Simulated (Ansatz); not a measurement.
Reaction (redistribution): `[Cl][InH][SeH]` + `[CH3][SnH2][SeH]` → `[SeH][SnH2][SeH]` + `[CH3][InH][Cl]`

Calculated with Ansatz (gas phase, PBE0-D4/def2-TZVP geometries, no zero-point term in ΔE). CBS: MP2 limit from def2 TZ/QZ plus the TZ coupled-cluster correction, frozen cores. DFT in def2-TZVPP. def2 core potentials past Kr. For In, Se, Sn outer-core shells are correlated without core-valence functions, which leaves a few kJ/mol of doubt a bond. Scalar relativity is left out up to krypton. One conformer a species, not always the lowest.

```csv
species,r2SCAN0-D4 energy (Eh)
`[Cl][InH][SeH]`,-3053.17604
`[CH3][SnH2][SeH]`,-2657.60771
`[SeH][SnH2][SeH]`,-5019.87765
`[CH3][InH][Cl]`,-690.89378
```

Task: Work out ΔE.

Result: ΔE = (-5019.87765) + (-690.89378) − (-3053.17604) − (-2657.60771) = 0.01232 Eh = +0.34 eV. CCSD(T)/CBS gives +0.34 eV.

Largest T1 diagnostic among the species: 0.012.

From BLYP to BHLYP (50 % exact exchange), in def2-TZVPP and without D4, ΔE moves by +0.06 eV. In def2-TZVPP, CCSD(T) changes the Hartree–Fock value by −0.03 eV (the triples alone add −0.00 eV) and MP2 by −0.05 eV.
